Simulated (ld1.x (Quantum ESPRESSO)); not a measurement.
**What the settings do to the TM semilocal potential of Te (Z = 52)**

Base potential:

ld1.x (Quantum ESPRESSO) 7.5 input, shortened:

```
&input
   title='Te', zed=52., rel=1, dft='PZ', iswitch=3,
   config='[Kr] 4d10 5s2 5p4'
 /
 &inputp
   pseudotype=1, tm=.true., lloc=0,
   nlcc=.true., new_core_ps=.true.
 /
2
5P  2  1   4.00   0.00  1.70  1.70  0.0
5S  1  0   2.00   0.00  1.55  1.55  0.0
 &test
   configts(1)='5s2 5p4'
 /
```

All-electron outer shells of the reference configuration (LDA (PZ), scalar-relativistic, ld1.x):

| shell | level (eV) | outermost node (bohr) | outermost maximum (bohr) |
| --- | --- | --- | --- |
| 4p | -114.19 | 0.38 | 0.74 |
| 4d | -41.70 | 0.36 | 0.81 |
| 5s | -15.36 | 0.91 | 1.77 |
| 5p | -6.12 | 1.00 | 2.17 |

Cutoffs, loose and tight: the cutoffs (Ry, on a coarse ladder) from which the occupation-weighted sum of valence levels, in a spherical-Bessel basis at the reference potential, stays within 10 and 1 mRy of its value at 400 Ry. They do not see the model core or the augmentation charge, which bear on the density cutoff. Test errors are all-electron minus pseudo excitation energies from the reference, over the configurations 5s2 5p3; 5s2 5p2; 5s2 5p1; 5s0 5p6; 5s2 5p3.5; 5s2 5p4.3; 5s1 5p5 (two spin-polarised tests are not counted in the largest error). A dash means not determined; rows that change the core or the reference have their own tests.

A true bound ghost makes a file unfit for plane-wave use even where its test errors are small: the radial tests pick states by their node count and pass the ghost by.

In the semilocal form every listed channel keeps its own potential, so the choice of the local channel does not act on these tests. It acts once the file is put into the separable form.

A semilocal file is local in each channel, so a ghost entry of none says nothing of the separable form that plane-wave codes build from it.

The default core radius of the base comes out at 1.49 bohr.

```tsv
change	outcome	cutoff, loose	cutoff, tight	bound ghosts	largest test error (meV)
base	generated	50 Ry	100 Ry	none	-67
functional PBE	generated	50 Ry	100 Ry	none	-69
type RRKJ, which also changes the form from semilocal to separable; local potential the p channel	generated	40 Ry	70 Ry	s	-94
core correction Bessel-smoothed model core inside 1.20 bohr	generated	50 Ry	100 Ry	none	-67
wave 5p (bound): rc 1.70 bohr becomes 5p (bound): rc 1.44 bohr	generated	120 Ry	200 Ry	none	-25
wave 5s (bound): rc 1.55 bohr becomes 5s (bound): rc 2.04 bohr	generated	40 Ry	70 Ry	none	-70
reference 5s2 5p3	generated	50 Ry	100 Ry	none	-176
all radii but the core radius scaled by about 1.34 (s 2.08, p 2.28 bohr)	generated	30 Ry	40 Ry	none	-71
core [Kr], valence charge 16; reference 4d10 5s2 5p4; waves now 5s (bound): rc 1.85 bohr; 5p (bound): rc 2.35 bohr; 4d (bound): rc 1.40 bohr; local potential the d channel; core correction none	generated	100 Ry	160 Ry	none	-247
all radii but the core radius scaled by about 1.05 (s 1.62, p 1.78 bohr)	generated	35 Ry	70 Ry	none	-71
core [Kr], valence charge 16; reference 4d10 5s2 5p2; waves now 5s (bound): rc 1.80 bohr; 4d (bound): rc 1.40 bohr; 5p (bound): rc 1.95 bohr; local potential the p channel; core correction none	generated	100 Ry	160 Ry	none	+26
wave 5s (bound): rc 1.55 bohr becomes 5s (bound): rc 1.62 bohr	generated	40 Ry	100 Ry	none	-69
```
